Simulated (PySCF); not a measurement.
BCl3H2O2Si, SMILES Cl[Si](B(O)O)(Cl)Cl.

Geometry: B3LYP-D3(BJ)/def2-SVP. This is a generated structure with no PubChem entry under its InChIKey; it may be hypothetical. The values are those of a single conformer.

All values below come from B3LYP-D3(BJ)/def2-SVP (PySCF 2.14.0).

Frequencies are harmonic and unscaled.

```
mode  ν (cm⁻¹)  IR (km/mol)  Raman (Å⁴/amu)  depolarisation    moving atoms (share of kinetic energy)
----  --------  -----------  --------------  --------------  ----------------------------------------
1           33          0.3             0.7            0.75                           O 80 %, Cl 12 %
2           87          0.2             2.3            0.75                           Cl 63 %, O 27 %
3           95          1.7             1.2            0.73                           Cl 54 %, O 35 %
4          164          2.3             2.7            0.75                           Cl 80 %, O 10 %
5          171          1.9             2.2            0.75                          Cl 85 %, Si 12 %
6          190         11.3             2.3            0.73                           Cl 51 %, O 32 %
7          288          3.9             1.8            0.74                   O 50 %, Cl 26 %, B 14 %
8          331          5.6             7.7            0.03                  Cl 54 %, O 29 %, Si 12 %
9          467        106.6            11.2            0.03  Cl 30 %, Si 24 %, O 22 %, H 12 %, B 12 %
10         478          8.5             0.7            0.75                   B 50 %, H 37 %, Cl 10 %
11         578        131.4             1.6            0.63                          Si 64 %, Cl 29 %
12         588        251.7             4.0            0.75                            H 79 %, O 10 %
13         601        109.6             1.8            0.75                  Si 58 %, Cl 25 %, H 11 %
14         640         63.4             2.2            0.57           Si 44 %, O 27 %, B 11 %, H 11 %
15         641         14.7             1.4            0.75                    H 56 %, B 28 %, O 14 %
16        1011        106.4             4.4            0.70                            H 59 %, O 40 %
17        1032        147.2             5.6            0.75                            H 85 %, O 13 %
18        1306        276.1             2.0            0.75                    B 58 %, O 25 %, H 16 %
19        1476        236.4             0.3            0.68                            B 71 %, O 26 %
20        3794         88.2           218.1            0.33                                    H 94 %
21        3802         90.8            67.5            0.13                                    H 94 %
```
